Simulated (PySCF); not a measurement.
Substituent chemical shifts

Parent skeleton `[SiH3:1][CH:2]=[CH:3][S:4][SiH2:5][Cl:6]`; one hydrogen on atom 2 is replaced by X. Hydrogens on one atom are averaged.

Method: NMR shieldings at PBE0/pcSseg-1/GIAO, GFN2-xTB geometry, in PySCF 2.14.0 with density-fitted response routines (averaged over atoms made equivalent by symmetry, fast rotation or ring inversion, isolated molecule, single conformer, non-relativistic).

Chemical shifts δ = σref − σ; ²⁹Si (σref 349.16) and ¹³C (σref 186.93) and ¹H (σref 31.72) against TMS; ³³S (σref 503.73) against CS2; ³⁵Cl (σref 949.78) vs HCl, all at this level.

Parent (X = H): Si1 -89.6, C2 126.7, C3 144.5, S4 -55.3, Si5 -5.4, Cl6 -50.4, H(Si1) 4.20, H(C3) 6.64, H(Si5) 5.78 ppm. Effects are Δδ = δ(X) − δ(H), positive for deshielding.

(1) Give Δδ (ppm) for X = CCl3, ethynyl, SSiH3, iPr, propynyl.

(2) Which position responds most, and to which substituents?

Answers

(1) 
| X | SMILES | Si1 | C2 | C3 | S4 | Si5 | Cl6 | H(Si1) | H(C3) | H(Si5) |
| --- | --- | --- | --- | --- | --- | --- | --- | --- | --- | --- |
| CCl3 | [SiH3]/C(=C\S[SiH2]Cl)C(Cl)(Cl)Cl | +11.8 | +16.9 | -3.7 | -5.6 | +0.5 | +2.6 | +0.31 | +0.44 | +0.09 |
| ethynyl | C#C/C([SiH3])=C/S[SiH2]Cl | +14.1 | -6.8 | +7.2 | +10.2 | +0.1 | +1.3 | +0.11 | +0.31 | +0.07 |
| SSiH3 | [SiH3]S/C([SiH3])=C\S[SiH2]Cl | +19.9 | +17.6 | +4.7 | +30.6 | -13.2 | +18.9 | +0.15 | +0.34 | +0.07 |
| iPr | CC(C)/C([SiH3])=C/S[SiH2]Cl | -3.0 | +26.3 | -12.9 | -22.2 | -0.4 | +1.4 | +0.00 | -0.36 | -0.03 |
| propynyl | CC#C/C([SiH3])=C/S[SiH2]Cl | +13.7 | -3.9 | +1.6 | +0.8 | -0.2 | +0.8 | +0.07 | +0.04 | +0.03 |

(2) S4: from -22.2 ppm with iPr to +30.6 ppm with SSiH3.
